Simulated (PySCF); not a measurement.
`N#C[C@@H]1C[C@H](Cl)/C1=C/F`, C6H5ClFN

Geometry (Å), atoms numbered from 1 in this order:
```xyz
14

N     0.9604    2.4901    1.5440
C     0.4142    1.8253    0.7928
C    -0.2848    0.9637   -0.1248
C    -1.3818    0.0731    0.5142
C    -0.6400   -1.1809    0.0204
Cl   -0.1462   -2.3287    1.2951
C     0.4600   -0.3038   -0.4939
C     1.6503   -0.5558   -1.0010
F     2.4837    0.4191   -1.3813
H    -0.6146    1.5495   -0.9870
H    -2.3795    0.2066    0.1040
H    -1.4195    0.1510    1.5984
H    -1.1595   -1.7660   -0.7390
H     2.0569   -1.5437   -1.1640
```

Computed with PySCF, GIAO B3LYP/pcSseg-1 magnetisability, rotational g tensor and spin-rotation constants, non-relativistic, gas phase. Geometry: GFN2-xTB.

(1) How diamagnetic is it, and how anisotropic?

(2) Split it along the inertial axes a, b, c into diamagnetic and paramagnetic parts about the centre of mass, with the quadrupole moment.

(3) And the rotational g tensor?

Results:

(1) Isotropic -1290 × 10⁻³⁰ J/T², or -77.7 × 10⁻⁶ cm³/mol; principal values -1340, -1302, -1228 × 10⁻³⁰ J/T², anisotropy 99 × 10⁻³⁰ J/T² (root of half the summed squared differences of the principal values). The susceptibility is in cgs units.

(2) 
| axis | χ (10⁻⁶ cm³/mol) | diamagnetic (10⁻⁶ cm³/mol) | paramagnetic (10⁻⁶ cm³/mol) | summed x² of all electrons (Å²) | quadrupole Θ (D Å) |
| --- | --- | --- | --- | --- | --- |
| a | -80.0 | -771.4 | 691.4 | 213.1 | -11.31 |
| b | -74.8 | -1125.1 | 1050.2 | 129.8 | +5.26 |
| c | -78.2 | -1454.7 | 1376.5 | 52.1 | +6.05 |

Anisotropies 2χaa − χbb − χcc = -6.8 and 2χbb − χaa − χcc = +8.5 × 10⁻⁶ cm³/mol. Θ is traceless in Buckingham's convention.

(3) 
```tsv
axis	rotational constant (GHz)	g	nuclear part	electronic part
a	1.7115	-0.0182	0.5377	-0.5560
b	1.0732	-0.0189	0.5106	-0.5295
c	0.8098	-0.0132	0.5105	-0.5237
```
Asymmetric top; isotopes 12C, 35Cl, 19F, 1H, 14N; no vibrational averaging.
